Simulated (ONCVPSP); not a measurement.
# tungsten: ONCV pseudisation with PBEsol, scalar-relativistic reference atom.

Input for ONCVPSP 4.0.1:

```
# ATOM AND REFERENCE CONFIGURATION
# atsym  z   nc   nv     iexc    psfile
  W 74.00   10    5  -116133      upf
#
#   n    l    f
    1    0    2.00
    2    0    2.00
    2    1    6.00
    3    0    2.00
    3    1    6.00
    3    2   10.00
    4    0    2.00
    4    1    6.00
    4    2   10.00
    4    3   14.00
    5    0    2.00
    5    1    6.00
    5    2    4.00
    6    0    1.00
    6    1    1.00
#
# PSEUDOPOTENTIAL AND OPTIMIZATION
# lmax
    3
#
#   l,   rc,      ep,       ncon, nbas, qcut
    0    1.95    0.00    4    6    5.60
    1    2.30    0.00    4    8    7.30
    2    2.00    0.00    3    7    8.30
    3    1.95    0.07    5    8    6.30
#
# LOCAL POTENTIAL
# lloc, lpopt,  rc(5),   dvloc0
    3    5    1.95    0.00
#
# VANDERBILT-KLEINMAN-BYLANDER PROJECTORs
# l, nproj, debl
    0    3    2.10
    1    2    2.00
    2    2    0.80
    3    0    2.20
#
# MODEL CORE CHARGE
# icmod, fcfact, rcfact
    1    0.45    0.00
#
# LOG DERIVATIVE ANALYSIS
# epsh1, epsh2, depsh
   -4.00    5.00    0.02
#
# OUTPUT GRID
# rlmax, drl
    6.00    0.01
#
# TEST CONFIGURATIONS
# ncnf
    4
# nvcnf
#   n    l    f
    5
    5    0    2.00
    5    1    6.00
    5    2    4.00
    6    0    2.00
    6    1    0.00
#
    5
    5    0    2.00
    5    1    6.00
    5    2    4.00
    6    0    1.00
    6    1    0.00
#
    5
    5    0    2.00
    5    1    6.00
    5    2    4.00
    6    0    0.00
    6    1    0.00
#
    5
    5    0    2.00
    5    1    6.00
    5    2    3.00
    6    0    0.00
    6    1    0.00
#
```

Command:

```bash
oncvpsp.x < W.dat > W.out
```

Output (shortened: citation, most of the input echo, consistency checks and plot data are left out):

```
ONCVPSP  (Optimized Norm-Conservinng Vanderbilt PSeudopotential)
scalar-relativistic version 4.0.1

#   n    l    f        energy (Ha)
    1    0    2.00    -2.5531300E+03
    2    0    2.00    -4.4072224E+02
    2    1    6.00    -3.8545468E+02
    3    0    2.00    -1.0153833E+02
    3    1    6.00    -8.5175103E+01
    3    2   10.00    -6.6355056E+01
    4    0    2.00    -2.0982019E+01
    4    1    6.00    -1.5614677E+01
    4    2   10.00    -8.8151554E+00
    4    3   14.00    -1.2804681E+00
    5    0    2.00    -2.9663478E+00
    5    1    6.00    -1.6476228E+00
    5    2    4.00    -2.1787809E-01
    6    0    1.00    -2.4966778E-01
    6    1    1.00    -7.7814871E-02

Reference configufation results
  iterations    31
  all-electron total energy (Ha)   -1.61375997D+04

Begin loop to  construct optimized pseudo wave functions
and semi-local pseudopoentials for all angular momenta

   Wellstate for l =  0  n =  7
     eigenvalue =   1.8503
     asymptotic potential =   2.3503
     half-point radius =  3.0451

Calculating optimized projector #   1

 for l=   0

    Fraction of norm inside rc  0.981612
    Optimizing pswf for qcut=   5.60 a_B^-1,  ecut=  15.67 Ha
    Residual kinetic energy error=  3.01D-05 Ha

    Energy error per electron        Cutoff
         Ha          eV             Ha
         0.01000     0.27211        4.90
         0.00100     0.02721       10.94
         0.00010     0.00272       14.12
         0.00001     0.00027       21.90

Calculating optimized projector #   2

 for l=   0

    Fraction of norm inside rc  0.116546
    Optimizing pswf for qcut=   5.60 a_B^-1,  ecut=  15.67 Ha
    Residual kinetic energy error=  1.78D-04 Ha

    Energy error per electron        Cutoff
         Ha          eV             Ha
         0.01000     0.27211        4.39
         0.00100     0.02721       12.48
         0.00010     0.00272       17.62
         0.00001     0.00027       30.06

Calculating optimized projector #   3

 for l=   0

    Fraction of norm inside rc  0.206994
    Optimizing pswf for qcut=   5.60 a_B^-1,  ecut=  15.67 Ha
    Residual kinetic energy error=  1.68D-03 Ha

    Energy error per electron        Cutoff
         Ha          eV             Ha
         0.01000     0.27211       11.42
         0.00100     0.02721       17.02
         0.00010     0.00272       31.23
         0.00001     0.00027       36.93

Calculating optimized projector #   1

 for l=   1

    Fraction of norm inside rc  0.977595
    Optimizing pswf for qcut=   7.29 a_B^-1,  ecut=  26.59 Ha
    Residual kinetic energy error=  3.15D-09 Ha

    Energy error per electron        Cutoff
         Ha          eV             Ha
         0.01000     0.27211        9.67
         0.00100     0.02721       12.72
         0.00010     0.00272       15.60
         0.00001     0.00027       18.08

Calculating optimized projector #   2

 for l=   1

    Fraction of norm inside rc  0.060589
    Optimizing pswf for qcut=   7.29 a_B^-1,  ecut=  26.59 Ha
    Residual kinetic energy error=  2.30D-09 Ha

    Energy error per electron        Cutoff
         Ha          eV             Ha
         0.01000     0.27211        6.27
         0.00100     0.02721        9.21
         0.00010     0.00272       11.75
         0.00001     0.00027       13.71

   Wellstate for l =  2  n =  6
     eigenvalue =   0.5821
     asymptotic potential =   1.0821
     half-point radius =  4.3778

Calculating optimized projector #   1

 for l=   2

    Fraction of norm inside rc  0.577707
    Optimizing pswf for qcut=   8.29 a_B^-1,  ecut=  34.38 Ha
    Residual kinetic energy error=  6.33D-09 Ha

    Energy error per electron        Cutoff
         Ha          eV             Ha
         0.01000     0.27211       11.07
         0.00100     0.02721       15.03
         0.00010     0.00272       18.36
         0.00001     0.00027       21.43

Calculating optimized projector #   2

 for l=   2

    Fraction of norm inside rc  0.170087
    Optimizing pswf for qcut=   8.29 a_B^-1,  ecut=  34.38 Ha
    Residual kinetic energy error=  2.38D-09 Ha

    Energy error per electron        Cutoff
         Ha          eV             Ha
         0.01000     0.27211       10.62
         0.00100     0.02721       14.56
         0.00010     0.00272       17.95
         0.00001     0.00027       20.98

   Wellstate for l =  3  n =  5
     eigenvalue =   0.0700
     asymptotic potential =   0.5700
     half-point radius = 30.8490

Calculating optimized projector #   1

 for l=   3

    Fraction of norm inside rc  0.000069
    Optimizing pswf for qcut=   6.31 a_B^-1,  ecut=  19.88 Ha
    Residual kinetic energy error=  1.31D-06 Ha

    Energy error per electron        Cutoff
         Ha          eV             Ha
         0.01000     0.27211        0.18
         0.00100     0.02721        0.46
         0.00010     0.00272        1.75
         0.00001     0.00027       12.36

Construct Vanderbilt / Kleinmman-Bylander projectors

B matrix Hermiticity error, ll=   0
   1   2    3.7224E-04
   1   3   -8.6703E-04
   2   3    1.5227E-04

  Orthonormal projector coefficients  1.9893E+01  4.9281E+00 -1.2082E+00

B matrix Hermiticity error, ll=   1
   1   2    1.1754E-04

  Orthonormal projector coefficients  7.1356E+00 -2.5127E+00

B matrix Hermiticity error, ll=   2
   1   2    7.7167E-05

  Orthonormal projector coefficients  4.3123E+00 -1.5085E+00

Model core correction analysis
  based on d2Exc/dn_idn_j

d2excae - all-electron derivatives

   -2.766562D-02   -2.420799D-02   -1.075725D-02   -1.640392D-03
   -7.918222D-04
   -2.421639D-02   -2.430668D-02   -1.412105D-02   -2.207104D-03
   -6.607299D-04
   -1.086572D-02   -1.440596D-02   -1.434564D-02   -4.250699D-03
   -5.237571D-04
   -1.819556D-03   -2.761014D-03   -5.327836D-03   -3.210920D-03
   -4.194446D-04
   -8.603974D-04   -8.877883D-04   -1.131456D-03   -7.427478D-04
   -1.290983D-04

d2excps - pseudofunction derivatives with no core correction

   -5.117201D-02   -3.551068D-02   -1.308431D-02   -3.717304D-03
   -1.414879D-03
   -3.552014D-02   -3.248726D-02   -1.651166D-02   -3.082055D-03
   -1.068634D-03
   -1.319575D-02   -1.680386D-02   -1.559384D-02   -4.467553D-03
   -6.164667D-04
   -3.902112D-03   -3.649999D-03   -5.572264D-03   -3.463990D-03
   -4.751147D-04
   -1.485279D-03   -1.301455D-03   -1.239690D-03   -8.066899D-04
   -1.531554D-04

rms 2nd derivative error    6.034523E-03

Polynomial model core charge

d2excps - pseudofunction derivatives with core correction

   -2.434506D-02   -2.152848D-02   -1.005812D-02   -1.594148D-03
   -6.936571D-04
   -2.153674D-02   -2.305060D-02   -1.399952D-02   -2.118386D-03
   -6.228497D-04
   -1.016647D-02   -1.428431D-02   -1.457216D-02   -4.219909D-03
   -5.175077D-04
   -1.773243D-03   -2.672157D-03   -5.297086D-03   -3.205197D-03
   -4.141054D-04
   -7.622005D-04   -8.498543D-04   -1.125239D-03   -7.374488D-04
   -1.271272D-04

rms 2nd derivative error    1.059566E-03

Pseudoatom total energy  -69.289338

Diagnostic tests using Vanderbilt-Kleinman-Bylander pseudopotentials
  1 or more projectors used as specified by nproj input data

   l    rcore       rmatch      e in        delta e   norm test  slope test

   0   1.9529618   2.0122580  -2.9663478   0.0000013   1.0002411   1.0002214
   0   1.9529618   2.0122580  -0.2496678   0.0000017   1.0000323   1.0000263
   0   1.9529618   2.0122580   1.8503322   0.0000175   1.0002684   1.0002684

   1   2.3090706   2.3791790  -1.6476228  -0.0000000   1.0002120   1.0002047
   1   2.3090706   2.3791790  -0.0778149   0.0000011   1.0000159   1.0000128

   2   2.0002565   2.0609886  -0.2178781  -0.0000016   1.0000705   1.0000705
   2   2.0002565   2.0609886   0.5821219  -0.0000014   1.0001899   1.0001899

   3   1.9529618   2.0122580   0.0700000   0.0000066   1.0000015   1.0000015

 Testing for bound ghosts
   n   l    E NL Schr. Eq   E Basis Diag.   E Cutoff

   1   0       -2.966347       -2.965862     50.19
   2   0       -0.249666       -0.231229     50.19

   2   1       -1.647623       -1.646335     57.29
   3   1       -0.077814       -0.046561     57.29

   3   2       -0.217880       -0.215058     64.44

 Testing for highly-localized positive-energy ghosts
       l    <radius>/rc     E Basis Diag.   E Cutoff

       0        0.162571        3.324037     50.19  WARNING - GHOST(+)

       1        0.902693        1.075303     57.29  WARNING - GHOST(+)

Test configuration 0

   n   l     f        eae           eps        diff
   1   0  2.0000-2553.13002634
   2   0  2.0000 -440.72223811
   2   1  6.0000 -385.45468337
   3   0  2.0000 -101.53832944
   3   1  6.0000  -85.17510312
   3   2 10.0000  -66.35505602
   4   0  2.0000  -20.98201948
   4   1  6.0000  -15.61467738
   4   2 10.0000   -8.81515537
   4   3 14.0000   -1.28046812
   5   0  2.0000   -2.96634779   -2.96634653    1.26D-06
   5   1  6.0000   -1.64762284   -1.64762286   -2.06D-08
   5   2  4.0000   -0.21787809   -0.21787966   -1.57D-06
   6   0  1.0000   -0.24966778   -0.24966603    1.75D-06
   6   1  1.0000   -0.07781487   -0.07781372    1.15D-06

    Total energies and differences
      AE_ref= -1.61375997D+04  AE_tst= -1.61375997D+04  dif=  0.00D+00
      PS_ref= -6.92893379D+01  PS_tst= -6.92893379D+01  dif=  4.12D-13
      PSP excitation error= -4.12D-13

Test configuration 1

   n   l     f        eae           eps        diff
   1   0  2.0000-2553.07035594
   2   0  2.0000 -440.66351666
   2   1  6.0000 -385.39597653
   3   0  2.0000 -101.47934596
   3   1  6.0000  -85.11612531
   3   2 10.0000  -66.29615277
   4   0  2.0000  -20.92291347
   4   1  6.0000  -15.55559620
   4   2 10.0000   -8.75614341
   4   3 14.0000   -1.22148396
   5   0  2.0000   -2.90716324   -2.90595814    1.21D-03
   5   1  6.0000   -1.58836548   -1.58817670    1.89D-04
   5   2  4.0000   -0.16581476   -0.16590853   -9.38D-05
   6   0  2.0000   -0.21116774   -0.21106408    1.04D-04

    Total energies and differences
      AE_ref= -1.61375997D+04  AE_tst= -1.61377668D+04  dif= -1.67D-01
      PS_ref= -6.92893379D+01  PS_tst= -6.94563740D+01  dif= -1.67D-01
      PSP excitation error= -1.08D-05

Test configuration 2

   n   l     f        eae           eps        diff
   1   0  2.0000-2553.34794314
   2   0  2.0000 -440.93914128
   2   1  6.0000 -385.67166444
   3   0  2.0000 -101.75520246
   3   1  6.0000  -85.39198435
   3   2 10.0000  -66.57187193
   4   0  2.0000  -21.19886373
   4   1  6.0000  -15.83150839
   4   2 10.0000   -9.03193799
   4   3 14.0000   -1.49722056
   5   0  2.0000   -3.18310347   -3.18343821   -3.35D-04
   5   1  6.0000   -1.86511545   -1.86519742   -8.20D-05
   5   2  4.0000   -0.43272265   -0.43268748    3.52D-05
   6   0  1.0000   -0.44926419   -0.44929233   -2.81D-05

    Total energies and differences
      AE_ref= -1.61375997D+04  AE_tst= -1.61374388D+04  dif=  1.61D-01
      PS_ref= -6.92893379D+01  PS_tst= -6.91283179D+01  dif=  1.61D-01
      PSP excitation error= -7.63D-05

Test configuration 3

   n   l     f        eae           eps        diff
   1   0  2.0000-2553.66649533
   2   0  2.0000 -441.25502651
   2   1  6.0000 -385.98764635
   3   0  2.0000 -102.07105197
   3   1  6.0000  -85.70783942
   3   2 10.0000  -66.88758844
   4   0  2.0000  -21.51478328
   4   1  6.0000  -16.14738693
   4   2 10.0000   -9.34766730
   4   3 14.0000   -1.81273455
   5   0  2.0000   -3.49822522   -3.50117373   -2.95D-03
   5   1  6.0000   -2.18009576   -2.18092992   -8.34D-04
   5   2  4.0000   -0.73153378   -0.73148350    5.03D-05

    Total energies and differences
      AE_ref= -1.61375997D+04  AE_tst= -1.61368620D+04  dif=  7.38D-01
      PS_ref= -6.92893379D+01  PS_tst= -6.85511290D+01  dif=  7.38D-01
      PSP excitation error= -4.49D-04

Test configuration 4

psatom: WARNING lschvkbb convergence error n,l,iter=   3   1   4
ea(ii),et,emin,emax -8.428688E-02 -9.271556E-02 -9.271556E-02 -9.271556E-02
run_config: WARNING for fully non-local PS atom, stg. 1
 WARNING no output for configuration 5
```

The run took about 4.5 s on one core of a shared server CPU.
